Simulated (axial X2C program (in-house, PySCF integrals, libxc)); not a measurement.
Excited states of SiTe by EOM-EE-CCSD

Computed with an in-house all-electron X2C program for linear molecules (integrals from PySCF): two-component X2C with atomic mean-field Coulomb and Gaunt terms, Gaussian nuclei, basis Te dyall-acv3z, Si dyall-av3z with contracted cores.

R = 2.277 Å (near the PBE0 minimum at charge 0 of the determinant lowest at the starting distance; the state shown can have its own minimum elsewhere).

Hartree–Fock spinors of SiTe (one of each Kramers pair; a window near the gap, which can cut inner shells):

```tsv
ω	occupied	ε (eV)	character
1/2	yes	-22.15	55% Te s, 18% Si s, 13% Si p
1/2	yes	-15.09	42% Si s, 28% Te p, 15% Te s
1/2	yes	-9.82	46% Te p, 35% Si p, 9% Si s
1/2	yes	-9.19	58% Te p, 27% Si p, 6% Si d
3/2	yes	-8.82	61% Te p, 25% Si p, 7% Si d
1/2	no	0.06	57% Si p, 17% Te d, 12% Si d
3/2	no	0.09	51% Si p, 17% Te d, 14% Si d
1/2	no	0.90	78% Si p, 17% Te p, 3% Si d
1/2	no	1.19	70% Si s, 14% Te s, 7% Te p
3/2	no	1.32	85% Si p, 12% Te p, 3% Te d
1/2	no	1.35	84% Si p, 12% Te p, 3% Te d
```

Vertical excitation energies from the closed-shell determinant state of SiTe:

```csv
Ω,excitation (eV),cm⁻¹,hole of the leading pair,particle of the leading pair,weight of the pair (for Ω = 0 its time-reversed partner can hold as much again),singles weight
0⁻,2.363,19059,"40% Te pπ, 19% Si pσ, 13% Si pπ","58% Si pπ, 16% Te dπ, 13% Te pπ",0.24,0.94
1,2.364,19064,"61% Te pπ, 25% Si pπ, 7% Si dπ","57% Si pπ, 18% Te dπ, 13% Te pπ",0.64,0.94
0⁺,2.631,21217,"44% Si pσ, 28% Te pσ, 16% Si sσ","60% Si pπ, 13% Te dπ, 11% Te pπ",0.46,0.94
1,2.668,21521,"35% Si pσ, 23% Te pσ, 15% Te pπ","60% Si pπ, 15% Te dπ, 12% Te pπ",0.61,0.94
0⁻,2.693,21717,"45% Si pσ, 29% Te pσ, 17% Si sσ","61% Si pπ, 13% Te dπ, 11% Te pπ",0.35,0.94
2,2.700,21778,"34% Si pσ, 22% Te pσ, 17% Te pπ","53% Si pπ, 17% Te pπ, 14% Te dπ",0.61,0.94
3,2.724,21974,"61% Te pπ, 25% Si pπ, 7% Si dπ","51% Si pπ, 18% Te pπ, 17% Te dπ",0.93,0.94
```

This point took 20 s on 1 thread of Arm Neoverse V1, with other jobs on the host.

Reference electrons by ω block (each with its −ω partner): 1/2: 22, 3/2: 9, 5/2: 2. 10 electrons of SiTe correlated (inner shells frozen), 88 natural virtual spinors (a truncated set); levels can be off by some tenths of an eV. Roots sought by Ω: (0: 5, 1: 4, 2: 3, 3: 1); the list ends where they run out and leaves out roots under 60 % singles weight. The solver can skip a root, and states that need a further excitation, which the method places far too high, are missing though they may lie low or lowest. T1 of the reference 0.029 (Lee–Taylor). Number of frozen shells: Te 4 s, 3 p, 2 d; Si 2 s, 1 p. Large amplitudes in the reference (orbital relaxation or multireference character) lower the reliability.
